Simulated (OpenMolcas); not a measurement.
Levels of Ca by method

| Item | Value |
| --- | --- |
| Program | OpenMolcas |
| Basis | ANO-RCC-VTZP [6s5p2d1f] |
| Scalar Hamiltonian | DKH2, point nucleus |
| Active space | 2 electrons in 4 orbitals (4s 4p) |
| State averaging | 2S+1 = 3 even, 3 roots; 2S+1 = 1 even, 6 roots kept (CI in the orbitals of an earlier block); 2S+1 = 3 odd, 3 roots; 2S+1 = 1 odd, 3 roots kept (CI in the orbitals of an earlier block) |
| Spin-orbit coupling | state interaction with AMFI integrals over the reference wave functions, term energies averaged over their components |

Methods on the same reference wave functions:
A. CASSCF
B. SS-CASPT2, IPEA 0.25 Eh, imaginary shift 0.1 Eh (closed shells correlated: 3s 3p)

Energies in cm⁻¹ above 4s² ¹S₀, the measured ground level; measured values from NIST Handbook of Basic Atomic Spectroscopic Data.

| Level | A | B | Measured |
| --- | --- | --- | --- |
| 4s² ¹S₀ | 0.0 | 0.0 | 0.0 |
| 4s 4p ³P°₀ | 13455 | 15160 | 15158 |
| 4s 4p ³P°₁ | 13494 | 15199 | 15210 |
| 4s 4p ³P°₂ | 13572 | 15278 | 15316 |
| 4s 4p ¹P°₁ | 32109 | 27719 | 23652 |
| 4p² ³P₀ | 38339 | 40669 | 38418 |
| 4p² ³P₁ | 38376 | 40706 | 38465 |
| 4p² ³P₂ | 38449 | 40778 | 38552 |
| 4p² ¹D₂ | 43437 | 42334 |  |

Deviations, from unrounded energies. A percentage is the sum of absolute deviations over the sum of measured energies, with the sign that they share, or ± where signs differ.

```
           Against measurement  Levels     A     B
mean absolute deviation (cm-1)       7  2000  1500
      other configurations (%)       7  ±7.5  ±5.9
```

B lies closest to measurement on these levels. The largest miss of B in the table is 4s 4p ¹P°₁, by +4100 cm-1. The ranking rests on the paired levels alone, and a cruder setting can come out closer through cancelling errors.

The lowest spin-free term lies below A's lowest term by 0.236 hartree in B.

Terms from blocks run as CI alone lack orbitals of their own. The ¹D term of p² mixes with s d, which this space lacks. Without dynamic correlation excited terms often stand tens of per cent too high (terms of higher spin than the ground term too low), and those without a measured partner can miss by more than the paired ones (holds for A). Measured partners are found by configuration, term and J. A level has none where our copy of the source lacks it or the pairing is in doubt (some pairs that miss far off the trend of their configuration count as doubtful), and it then counts in no deviation. Levels of configurations outside the active space are missing.

° marks odd parity.
